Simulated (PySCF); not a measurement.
Input of a run (PBE0-D3(BJ)/def2-SVP geometry optimisation, gas phase (PySCF 2.14.0)), started from GFN2-xTB:
```
{"job": {"xc": "PBE0", "basis": "def2-SVP", "d3": "d3bj", "grid": 1, "kind": "geom"}, "charge": 0, "multiplicity": 1}
N     -3.080140     0.863132    -1.405643
C     -2.417967     0.343491    -0.632381
C     -1.558988    -0.287346     0.336389
C     -0.218240     0.461673     0.432921
C      0.692542    -0.215858     1.430181
N      1.767144    -0.681993     0.979276
C      1.875208    -0.426822    -0.433906
C      0.623078     0.384545    -0.853277
H     -1.388081    -1.325443     0.035781
H     -2.064703    -0.283629     1.306512
H     -0.415830     1.494810     0.735367
H      0.436140    -0.313756     2.473158
H      2.805799     0.114999    -0.613643
H      1.951489    -1.388779    -0.946814
H      0.080507    -0.108194    -1.658478
H      0.904445     1.378115    -1.196853
```

Output (energies in Eh, forces in Eh/bohr):
```
step   0  E = -342.27715734  max force = 0.025339
step   1  E = -342.27935059  max force = 0.002812
step   2  E = -342.27938228  max force = 0.000662
step   3  E = -342.27938534  max force = 0.000297
optimisation converged
```

Task: Summarise the run.

Result: The energy falls by 0.061 eV over 4 energy and gradient evaluations, the largest force component goes from 0.0253 to 3.0e-04 Eh/bohr, and the atoms move by 0.030 Å rms after alignment. The bond that changes most is C5–H12 (imine carbon to hydrogen on a C=N carbon), which lengthens by 0.021 Å. Bonds longer at the end by more than 0.005 Å: 12 of 16; shorter: 0. Among the angles that change most is C2–C3–C4, from 110.4° to 112.6°. The energy never rose by more than 1e-6 Eh on the way. The first step brought 98 % of the lowering.

Task: What are the final bond lengths?

Result: N1≡C2 1.157 Å, C2–C3 1.457 Å, C3–C4 1.537 Å, C4–C5 1.512 Å, C5=N6 1.266 Å, N6–C7 1.453 Å, C7–C8 1.546 Å, C4–C8 1.540 Å, C3–H9 1.103 Å, C3–H10 1.102 Å, C4–H11 1.103 Å, C5–H12 1.099 Å, C7–H13 1.102 Å, C7–H14 1.103 Å, C8–H15 1.100 Å, C8–H16 1.098 Å. Numbering counts from 1 in the input's order; the species is `N#CC[C@H]1C=NCC1`.

The run used 152 basis functions and 28 SCF cycles in all.

No frequency check. The numbers are those of one conformer.
